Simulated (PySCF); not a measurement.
# A ladder of Hamiltonians for Hf⁵⁸⁺ (hafnium, charge +58)

Occupied: 1s1/2, 2s1/2, 2p1/2, 2p3/2, 3s1/2, 3p1/2. Hartree-Fock calculated with PySCF 2.14 in an even-tempered Gaussian basis (20 s from 7.7 bohr⁻², ratio 2.3; 16 p from 9.3 bohr⁻², ratio 2.3), Gaussian nucleus throughout. NR is non-relativistic, sf-X2C the spin-free one-electron X2C Hamiltonian, X2C adds the bare one-electron spin-orbit term, X2C-SNSO screens it by Boettger's factors, DC is four-component Dirac-Coulomb, and the Gaunt and Breit terms are added at first order (total energies over the DC spinors, levels after relaxing the spinors in that mean field). QED terms are absent. Levels marked empty are virtual spinors of this ion; the basis has s and p functions only, so 3d, which can lie below the n = 4 levels, is absent.

```json
{"Hamiltonian": "X2C", "E (hartree)": "-11361.1762"}
{"Hamiltonian": "X2C-SNSO", "E (hartree)": "-11359.8351"}
{"Hamiltonian": "DC", "E (hartree)": "-11364.9889"}
{"Hamiltonian": "DC+Gaunt", "E (hartree)": "-11350.7481"}
{"Hamiltonian": "DC+Breit", "E (hartree)": "-11352.0340"}
```

| level (eV) | X2C | X2C-SNSO | DC | DC+Gaunt | DC+Breit |
| --- | --- | --- | --- | --- | --- |
| 1s1/2 | -70270.2 | -70271.7 | -70348.8 | -70124.1 | -70139.5 |
| 2s1/2 | -15738.9 | -15739.4 | -15750.3 | -15725.7 | -15727.6 |
| 2p1/2 | -15294.3 | -15265.3 | -15272.0 | -15230.2 | -15234.4 |
| 2p3/2 | -14012.0 | -14022.0 | -14029.7 | -14002.2 | -14006.3 |
| 3s1/2 | -6316.8 | -6317.0 | -6319.7 | -6313.5 | -6314.2 |
| 3p1/2 | -6163.3 | -6155.8 | -6157.6 | -6146.9 | -6148.3 |
| 3p3/2 (empty) | -5714.1 | -5716.8 | -5718.4 | -5711.6 | -5713.0 |
| 4s1/2 (empty) | -3302.2 | -3302.3 | -3303.3 | -3300.9 | -3301.2 |

Question: How large are the two-electron picture-change error of X2C and the Breit correction in the total energy?

Answer: X2C-1e lies 3.8127 hartree above Dirac-Coulomb; Gaunt adds 14.2408 and the full Breit term 12.9550 hartree.

```tsv
interval (eV)	X2C	X2C-SNSO	DC	DC+Gaunt	DC+Breit
2p3/2 − 2p1/2	1282	1243	1242	1228	1228
```

Weight of the small component: 1s1/2 0.0734, 2s1/2 0.0170, 2p1/2 0.0169, 2p3/2 0.0154, 3s1/2 0.00656, 3p1/2 0.00649, 3p3/2 0.00605, 4s1/2 0.00331.

Koopmans' value for the highest occupied level at DC+Breit: 6148.3 eV, against an ionisation energy of 6149 ± 6 eV (theoretical estimate listed by NIST; NIST Atomic Spectra Database, ionization energies); the former lacks relaxation, correlation, QED and recoil.

The whole ladder took 160 s of wall time on 1 thread of Neoverse-V1 (shared host), launched as `OMP_NUM_THREADS=1 python relrun2.py TASK.json OUT` (a driver that calls PySCF for each Hamiltonian).

Dirac-Coulomb iterations, started from the X2C spinors:

```
with_ssss True, with_gaunt False, with_breit False
light speed = 137.03599967994
init E= -11291.3756727045
cycle= 1 E= -11364.9868343694  delta_E= -73.6  |g|= 3.07  |ddm|= 0.182
cycle= 2 E= -11364.9889387496  delta_E= -0.0021  |g|= 0.042  |ddm|= 0.0127
cycle= 3 E= -11364.9889410515  delta_E= -2.3e-06  |g|= 0.00133  |ddm|= 0.000627
cycle= 4 E= -11364.988941054  delta_E= -2.48e-09  |g|= 6.92e-06  |ddm|= 1.66e-05
```
